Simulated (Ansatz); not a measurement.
Sn(vinyl)H3 (C₂H₆Sn), 9 atoms. Hardware: 4 threads of Arm Neoverse V1 on a shared host.

In the def2 sets Sn takes a core potential; there is no spin–orbit coupling. Correlated methods freeze 6 core orbitals; core or outer-core shells of Sn are correlated, in sets that lack core-valence functions.

Task: How many basis functions does each of these Ansatz runs have, and roughly what does it cost? PBE-D4/def2-TZVP, charge 0 triplet at the geometry of the charge 0 singlet, energy, from earlier orbitals; PBE-D4/def2-TZVP, charge 0 singlet, energy, from earlier orbitals; PBE0-D4/def2-TZVP, charge 0 triplet at the geometry of the charge 0 singlet, energy; HF/def2-TZVP, charge 0 singlet, energy, from earlier orbitals; HF/STO-3G, charge 0 singlet, energy; r2SCAN-D4/def2-TZVP, charge 0 singlet, relaxation, 6 steps; r2SCAN-D4/def2-TZVP, charge 1 doublet at the geometry of the charge 0 singlet, energy, from earlier orbitals; ωB97M-V/def2-TZVP, charge 0 singlet, energy, from earlier orbitals; PBE-QIDH/def2-TZVP, charge 0 singlet, energy, from earlier orbitals; r2SCAN-D4/def2-TZVP, charge 0 singlet, energy, from earlier orbitals; PBE0-D4/def2-SVP, charge 0 singlet, energy with a search over starts; PBE0-D4/def2-SVP, charge 0 singlet, energy, from earlier orbitals.

Result: Other jobs shared the machine, so times can vary by a factor of up to 3. A dash marks memory too small to be measured apart from the calling script's.

| run | functions | fitting or Cholesky vectors | wall time | peak host memory (GiB) |
| --- | --- | --- | --- | --- |
| HF/STO-3G, charge 0 singlet, energy | 43 | 582 | 0.2 s | – |
| HF/def2-TZVP, charge 0 singlet, energy, from earlier orbitals | 148 | 1258 | 0.55 s | – |
| PBE0-D4/def2-SVP, charge 0 singlet, energy, from earlier orbitals | 84 | 1018 | 0.65 s | – |
| PBE0-D4/def2-SVP, charge 0 singlet, energy with a search over starts | 84 | 1018 | 0.8 s | – |
| PBE-D4/def2-TZVP, charge 0 singlet, energy, from earlier orbitals | 148 | 1012 | 0.95 s | – |
| PBE-D4/def2-TZVP, charge 0 triplet at the geometry of the charge 0 singlet, energy, from earlier orbitals | 148 | 1012 | 1.7 s | – |
| r2SCAN-D4/def2-TZVP, charge 0 singlet, energy, from earlier orbitals | 148 | 1012 | 1.9 s | – |
| PBE-QIDH/def2-TZVP, charge 0 singlet, energy, from earlier orbitals | 148 | 1170 | 2.2 s | – |
| PBE0-D4/def2-TZVP, charge 0 triplet at the geometry of the charge 0 singlet, energy | 148 | 1085 | 2.2 s | – |
| ωB97M-V/def2-TZVP, charge 0 singlet, energy, from earlier orbitals | 148 | 1056 | 4 s | – |
| r2SCAN-D4/def2-TZVP, charge 1 doublet at the geometry of the charge 0 singlet, energy, from earlier orbitals | 148 | 1012 | 4.5 s | – |
| r2SCAN-D4/def2-TZVP, charge 0 singlet, relaxation, 6 steps | 148 | 1012 | 8.5 s | – |
